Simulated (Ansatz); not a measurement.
AlBF$_{2}$H$_{2}$, SMILES `F[BH][AlH][F]`, relaxed with RKS PBE-D4/def2-SVP in Ansatz from a rough embedded geometry. The force threshold is 0.03 eV/Å; the program also tests the step.

The species carries charge 0 and has multiplicity 1.

Start:

```xyz
6

F    -1.062    0.101    1.883
B    -0.779    0.522    0.545
Al    0.714   -0.406   -0.554
F     1.631   -1.661    0.134
H    -1.448    1.379    0.080
H     0.943    0.065   -2.088
```

| step | energy (eV) | largest force (eV/Å) | largest move (Å) |
| --- | --- | --- | --- |
| 1 | -12724.4543 | 3.260 | 0.000 |
| 2 | -12724.6736 | 1.853 | 0.136 |
| 3 (rejected) | -12724.6553 | 1.681 | 0.075 |
| 4 | -12724.7280 | 0.110 | 0.036 |
| 5 | -12724.7288 | 0.055 | 0.013 |
| 6 | -12724.7299 | 0.068 | 0.021 |
| 7 | -12724.7306 | 0.031 | 0.016 |
| 8 | -12724.7309 | 0.004 | 0.011 |

End:

```xyz
6

F    -1.054    0.118    1.844
B    -0.836    0.531    0.596
Al    0.714   -0.405   -0.606
F     1.642   -1.634    0.085
H    -1.557    1.444    0.202
H     1.090   -0.053   -2.121
```

Hardware: 2 threads of an Arm Neoverse V2 on a shared host. Wall time 7.5 s, peak host memory 0.13 GiB.
